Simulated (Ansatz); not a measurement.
Ansatz (a first-principles code) input for Cl₄HSi₂, SMILES Cl[SiH][Si](Cl)(Cl)Cl, multiplicity 2, PBE0/def2-SVPD. Geometry: ωB97X-D3(BJ)/def2-SVP. The isomer is the one that the SMILES or the coordinates give; other isomers of the formula were not compared. One conformer was computed; it need not be the lowest.

Ansatz 0.2 input:
```yaml
crystal:
  periodic: [false, false, false]
  atoms:
    - {symbol: Cl, position_ang: [2.62262600, -1.26523438, -0.21174740]}
    - {symbol: Si, position_ang: [1.62613521, 0.47802137, -0.69570195]}
    - {symbol: Si, position_ang: [-0.54802587, 0.25013534, 0.04426199]}
    - {symbol: Cl, position_ang: [-0.65087275, -0.06431346, 2.06471991]}
    - {symbol: Cl, position_ang: [-1.42604100, -1.33322481, -0.90383495]}
    - {symbol: Cl, position_ang: [-1.57032547, 1.96682945, -0.40867955]}
    - {symbol: H, position_ang: [2.32489378, 1.63684041, -0.06762683]}
basis:
  gaussian:
    orbitals: def2-SVPD
hamiltonian:
  xc: {name: PBE0}
magnetization: {spin_polarized: true, initial_magnetization: 1}
```

Log of the run:

```
Functional definition: PBE0
integrals: 0.19 GiB planned
1519 factors; integrals over basis functions are off by at most 9.4e-4 eV
mean field: 1.82 GiB planned
mean field evaluation 1: about -65822.7391 eV, gradient 1.3e1 eV
mean field evaluation 2: about -65822.5414 eV, gradient 1.5e1 eV
mean field evaluation 4: about -65823.6932 eV, gradient 5.3e-1 eV
mean field evaluation 8: about -65823.7056 eV, gradient 8.3e-2 eV
mean field evaluation 16: about -65823.7057 eV, gradient 1.1e-4 eV
mean field -65823.70570329 eV, -2418.9765676858 hartree, gradient 3.2e-5 eV, S^2 0.753350; 0 other end points of the search recorded, 0 dependent functions left out
reference -65823.70574646 eV, -2418.9765692722 hartree; 49, 48 occupied and 115, 116 virtual orbitals, 1519 factors
Total energy: -65823.70574646 eV, -2418.9765692722 hartree
```

The calculation finished and met its thresholds.

Cost: around 28 core-seconds (rough).
